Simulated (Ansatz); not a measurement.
A nudged elastic band was laid between two geometries of BFGeH₆N₂O (12 atoms, charge 0, multiplicity 1).

These are results of RKS LDA/def2-SVP (Ansatz), not measurements.

- movable images: 3
- climbing image: yes
- spring: 5.0 eV/Å²
- optimiser: quadratic models (default)
- start path: IDPP
- force threshold: 0.03 eV/Å
- iteration limit: 60
- end points: relaxed

Image 0:

```xyz
12
Properties=species:S:1:pos:R:3
N -0.566 -1.179 0.893
B 0.163 -0.016 1.154
O 0.480 0.513 2.362
Ge 0.738 0.793 -0.638
N -0.357 -0.133 -1.796
F 0.398 2.506 -0.808
H -0.697 -1.425 -0.105
H -0.980 -1.813 1.582
H 0.142 -0.001 3.120
H 2.169 0.639 -1.212
H -1.337 0.175 -1.735
H -0.075 -0.114 -2.784
```

Image 4:

```xyz
12
Properties=species:S:1:pos:R:3
N -0.614 -1.396 0.851
B 0.028 -0.200 1.171
O 0.100 0.247 2.453
Ge 0.739 0.694 -0.531
N -0.305 -0.058 -1.828
F 0.503 2.438 -0.461
H -0.668 -1.688 -0.133
H -1.068 -2.003 1.540
H 0.517 1.123 2.528
H 2.194 0.549 -1.041
H -1.310 0.123 -1.711
H -0.038 0.117 -2.804
```

Question: What changes between the two ends?

Answer: No bond is made or broken. The height of N1 over the plane of its neighbours goes from 0.00 to -0.01 Å.

Question: What energy profile does the band end with?

Answer: The forces met the threshold. The highest image is number 2 of 0 to 4, 0.30 eV above the first end and 0.39 eV above the last; the last end lies 0.08 eV below the first. Another band between the same ends (7 images) ends at a top of the same energy, where a vibrational analysis finds 1 clearly imaginary mode. So few images can step over the top or miss a turn of the path.

```json
{"image": "0", "path coordinate (Å)": "0.00", "energy (eV)": "0.00", "height of N1 over the plane of its neighbours (Å)": "0.00"}
{"image": "1", "path coordinate (Å)": "0.49", "energy (eV)": "0.11", "height of N1 over the plane of its neighbours (Å)": "-0.02"}
{"image": "2", "path coordinate (Å)": "0.99", "energy (eV)": "0.30", "height of N1 over the plane of its neighbours (Å)": "-0.02"}
{"image": "3", "path coordinate (Å)": "1.75", "energy (eV)": "-0.02", "height of N1 over the plane of its neighbours (Å)": "0.02"}
{"image": "4", "path coordinate (Å)": "2.52", "energy (eV)": "-0.08", "height of N1 over the plane of its neighbours (Å)": "-0.01"}
```

Question: What is the geometry of the highest image?

Answer: 
```xyz
12
Properties=species:S:1:pos:R:3
N -0.756 -1.173 0.810
B -0.068 -0.023 1.184
O -0.012 0.467 2.458
Ge 0.751 0.768 -0.540
N -0.210 -0.137 -1.827
F 0.507 2.491 -0.763
H -0.774 -1.416 -0.197
H -1.284 -1.768 1.458
H 0.673 0.118 3.050
H 2.239 0.557 -0.935
H -1.184 0.193 -1.892
H 0.195 -0.131 -2.771
```

Run time: 50 s on 2 threads of Arm Neoverse V1, on a shared host, peak memory 0.18 GiB.
